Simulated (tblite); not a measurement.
A tight-binding relaxation on `C[C](C)(C=[O+])[GeH2][Cl]` [radical].

Computed with GFN2-xTB geometry optimisation, gas phase (tblite 0.8.0). Start geometry: from a force field or distance geometry. The command runs a driver script over a list of jobs; the input below is this job's line of settings and its coordinates in Å.

Command:
```bash
OMP_NUM_THREADS=1 python probes_run.py task.json out
```

Input:
```
{"job": {"kind": "relax", "xc": "GFN2-xTB", "basis": "xTB"}, "charge": 1, "multiplicity": 2}
C     -0.367700     1.346600    -0.617600
C     -0.185000    -0.016400     0.026800
C     -0.533000    -1.131500    -0.909100
C     -1.125400    -0.077600     1.162000
O     -0.796100    -0.241200     2.331400
Ge     1.672800    -0.050100     0.593700
Cl     2.361700    -2.000300     1.161400
H     -1.397400     1.747600    -0.427700
H      0.389100     2.027000    -0.179600
H     -0.155000     1.283100    -1.713400
H     -0.428600    -2.149800    -0.448400
H     -0.027800    -1.105900    -1.876800
H     -1.649900    -1.055400    -1.095500
H     -2.191600     0.012800     0.951700
H      1.918500     1.045500     1.670000
H      2.508000     0.374600    -0.640300
```

Output:
```
step      E/eV     max force
  0    -631.40732    4.313
  1    -631.66540    5.822
  2    -631.92752    1.085
  3    -631.99063    0.685
  4    -632.03844    0.487
  5    -632.06204    0.430
  6    -632.08520    0.302
  7    -632.10151    0.338
  8    -632.11699    0.351
  9    -632.12993    0.352
... (155 lines left out)
165    -632.29824    0.039
166    -632.29855    0.048
167    -632.29882    0.058
168    -632.29902    0.056
169    -632.29912    0.026
170    -632.29918    0.018
171    -632.29921    0.014
172    -632.29923    0.010
173    -632.29924    0.011
174    -632.29925    0.010
```

«max force» is the largest atomic force in eV/Å.

In short: energy lowered by 20.6 kcal/mol over 174 steps; largest atomic force 0.010 eV/Å at the end.

Task: Give the final coordinates.

Result: 0.487 Å rms from the input after alignment:
```
atom  x, y, z in Å
C1    -0.4251    1.4255   -0.6079
C2    -0.3526    0.0310   -0.0741
C3    -0.6534   -1.0646   -1.0409
C4    -0.8970   -0.0986    1.3037
O5    -0.6185    0.6038    2.2302
Ge6    1.8134   -0.1868    0.6208
Cl7    2.0038   -2.0344    1.5153
H8    -1.4561    1.6702   -0.8833
H9    -0.1134    2.1562    0.1398
H10    0.1651    1.5318   -1.5198
H11   -0.5787   -2.0484   -0.5796
H12    0.0204   -1.0187   -1.8984
H13   -1.6630   -0.9514   -1.4459
H14   -1.6356   -0.9181    1.3973
H15    1.8684    0.9980    1.5621
H16    2.5145   -0.0867   -0.7308
```

Task: Estimate the wall time. Hardware: an Arm Neoverse V2 with one thread, no GPU, on a shared host.

Result: About 1.1 s.
Labels such as C1 count atoms from 1, the log's own numbers from 0.
